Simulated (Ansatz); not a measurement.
Consider the hydrogenolysis of the Si–C bond: `C=C[Si](C)(N)O` + H₂ → `C[SiH](N)O` + ethylene.

Calculated with Ansatz (gas phase, PBE0-D4/def2-TZVP geometries, no zero-point term in ΔE). CBS: MP2 limit from def2 TZ/QZ plus the TZ coupled-cluster correction, frozen cores. This one scheme is used for every species. DFT in def2-TZVPP. Each species was taken in one conformer, which may not be the lowest.

| level | ΔE (eV) |
| --- | --- |
| B2PLYP | -0.22 |
| SCS-MP2/def2-QZVPP | -0.15 |

Question: What does CCSD(T)/CBS give? (Best estimate.)

Answer: Ansatz gave: -0.13 eV. The listed levels differ from it by -0.09, -0.02 eV.

Largest T1 diagnostic among the species: 0.011.

The D4 term adds +0.16 eV with B3LYP and +0.09 eV with PBE0; it sums over pairs of atoms, weighted by their polarisabilities, and B3LYP, whose exchange is more repulsive, gets the larger term. In def2-TZVPP, CCSD(T) changes the Hartree–Fock value by +0.29 eV (the triples alone add +0.06 eV) and MP2 by +0.35 eV.

B3LYP here is the variant with VWN-RPA as its local correlation; programs differ in this.
